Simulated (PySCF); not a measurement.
Cr²⁰⁺ (chromium, charge +20) across methods

[He] 2s2, closed-shell 1S. Computed with PySCF 2.14 in an even-tempered Gaussian basis (19 s from 4.6 bohr⁻², ratio 2.2; 8 p from 7.2 bohr⁻², ratio 2.4; 6 d from 22 bohr⁻², ratio 2.4; 5 f from 33 bohr⁻², ratio 2.4; 4 g from 49 bohr⁻², ratio 2.4), with scalar relativity by spin-free X2C-1e.

```tsv
method	E (hartree)	mean ε 1s (eV)	mean ε 2s (eV)	Σ⟨r²⟩ (bohr²)	⟨S²⟩
M06-L	-688.560	-7098.3	-1598.0	0.1734	0.000
BP86	-688.690	-7083.9	-1596.0	0.1735	0.000
r2SCAN	-688.462	-7099.0	-1597.3	0.1738	0.000
PBE0	-688.438	-7121.3	-1604.0	0.1737	0.000
UHF	-688.43345	-7240.2	-1628.3	0.1738	0.000
LDA	-686.475	-7064.3	-1592.3	0.1740	0.000
```

(1) Estimate the same row for PBE.

Results:

(1) E (hartree) = -688.404; mean ε 1s (eV) = -7081.5; mean ε 2s (eV) = -1595.4; Σ⟨r²⟩ (bohr²) = 0.1737; ⟨S²⟩ = 0.000.
